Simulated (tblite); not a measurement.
Species: C₅H₆F₄Si.
Numbering: `[F:1][C@@H:2]([C:3]#[C:4][SiH3:5])[CH2:6][C:7]([F:8])([F:9])[F:10]` (hydrogens: H11 on C2; H12, H13, H14 on Si5; H15, H16 on C6)

Structure optimised with GFN2-xTB, isolated species.

(1) List the bond lengths, angles and torsions at this level.

Answers

(1) 
```tsv
bond	length (Å)
F1–C2	1.385
C2–C3	1.454
C3≡C4	1.204
C4–Si5	1.854
C2–C6	1.538
C6–C7	1.514
C7–F8, C7–F9, C7–F10	1.341
C2–H11	1.101
Si5–H12, Si5–H13, Si5–H14	1.463
C6–H15	1.093
C6–H16	1.092
```

Bonds in one row agree within 0.01 Å and their mean is given. A selection of angles:
```tsv
angle	degrees
F1–C2–C3	110.0
F1–C2–C6	107.4
C3–C2–C6	112.0
C2–C3–C4	177.9
C3–C4–Si5	178.9
C2–C6–C7	111.8
C6–C7–F8	113.3
C6–C7–F9	111.4
F8–C7–F9	106.5
```

Torsions: F1–C2–C6–C7 167° (antiperiplanar); C2–C6–C7–F8 66° (synclinal).

The 4 C–F bonds span 1.339 Å (C7–F8, drawn single) to 1.385 Å (F1–C2, drawn single), a spread of 0.046 Å. The 4 C–C bonds span 1.204 Å (C3≡C4, drawn triple) to 1.538 Å (C2–C6, drawn single), a spread of 0.334 Å. Si5 (SiH3 silicon) is tetrahedral (angles from 107.0° to 111.8°). Of the pairs four or more bonds apart, C3···F8 is among the closest relative to their van der Waals radii: 2.91 Å, 92 % of the sum of Bondi's values.

Point group: C1 (no symmetry element, even within 0.4 Å). Its lowest GFN2-xTB frequency is 4i cm⁻¹, too small to tell a flat minimum from a shallow saddle. The numbers are those of one conformer. 3 starts were optimised and ended at 0.00, 0.86 and 1.42 kcal/mol (GFN2-xTB); the lowest of these is shown.

The run took 0.55 s of wall time on one thread, Arm Neoverse N1 (aarch64), shared host with 64 logical CPUs at a one-minute load of 61. These figures are those of the optimisation.

The numbers are calculated, not measured.
